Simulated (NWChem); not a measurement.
Atomisation of OZn

SMILES: [O]=[Zn]
```xyz
2

Zn     0.0000     0.0000     0.3589
O      0.0000     0.0000    -1.3460
```
Charge 0, spin multiplicity 1.

Everything below was run with NWChem. Structure: optimised with B3LYP/def2-SVP, a minimum by its harmonic frequencies.

Basis set: def2-TZVP. The atomisation energy is electronic alone: no zero-point, thermal, spin-orbit or counterpoise terms. No value is extrapolated to the basis-set limit. Free atoms are single determinants with multiplicities Zn 1, O 3. Correlated methods freeze the same cores in atoms and molecule, 10 orbitals in all.

B3LYP has NWChem's definition, with VWN1-RPA local correlation. The structure started from a generated list of species. No SCF solution was tested for a lower state. Open-shell Hartree-Fock references start from PBE0 orbitals.

One of these methods gave an atomisation energy of 48.1 kcal/mol. Which?
A. CAM-B3LYP
B. HF
C. MP2
D. LDA (SVWN5)

C, MP2. The others give 25.7 (CAM-B3LYP), -45.4 (HF), 63.1 (LDA (SVWN5)).
